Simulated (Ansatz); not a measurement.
Geometry optimisation, RKS PBE0-D4/def2-SVP in Ansatz.

Input file:

```yaml
crystal:
  periodic: [false, false, false]
  atoms:
    - { symbol: In, position_ang: [-0.054377, -0.377499, -0.074487] }
    - { symbol: O, position_ang: [-0.085182, -0.207654, 1.911851] }
    - { symbol: H, position_ang: [-0.967662, -0.380225, 2.264078] }
    - { symbol: Cl, position_ang: [1.950529, -0.765282, -1.180047] }
    - { symbol: Cl, position_ang: [-2.081982, -0.495667, -1.224191] }
    - { symbol: "N", position_ang: [0.577057, 2.644677, 1.113126] }
    - { symbol: H, position_ang: [1.52799, 2.975677, 1.261797] }
    - { symbol: H, position_ang: [-0.051309, 3.438863, 1.210666] }
    - { symbol: H, position_ang: [0.368036, 1.958611, 1.865308] }
basis:
  gaussian: { orbitals: def2-SVP }
hamiltonian:
  xc: pbe0
  dispersion: d4
relax:
  f_tol: 0.03
  max_steps: 50
```

Command:

```bash
$ ansatz run input.yaml --threads 4 --pin off --max-ram 5120MiB --backend cpu --events-out ev --progress --plain --runs-dir out
```

Where does it end, and by what steps?

The run converged. The force dipped under the threshold on the way, but the program's further checks kept it going. After 12 steps the energy has fallen by 0.933 eV; Cl5 moved furthest, 1.02 Å. Joined: In1–N6 (3.31 → 2.28 Å).

```tsv
step	energy less start (eV)	largest force component (eV/Å)	accepted
0	0.0000	1.035	yes
1	-0.2481	0.682	yes
2	-0.5384	0.659	yes
3	-0.7846	0.516	yes
4	-0.8409	0.876	yes
5	-0.8556	1.301	yes
6	-0.8742	1.249	yes
7	-0.9057	0.366	yes
8	-0.8944	0.600	no
9	-0.9292	0.098	yes
10	-0.9326	0.011	yes
11	-0.9330	0.054	yes
12	-0.9332	0.020	yes
```

```xyz
9
Properties=species:S:1:pos:R:3
In -0.030 0.149 0.275
O -0.330 -0.257 2.215
H -0.576 -1.169 2.402
Cl 1.987 -0.501 -0.755
Cl -1.882 0.497 -1.141
N 0.453 2.283 0.933
H 1.408 2.567 0.714
H -0.191 2.978 0.556
H 0.344 2.246 1.949
```

Whether the end is a true minimum wasn't checked by a vibrational analysis.

The run took 27 s on 4 threads of Arm Neoverse V2, with other jobs on the host, peak memory 0.28 GiB.
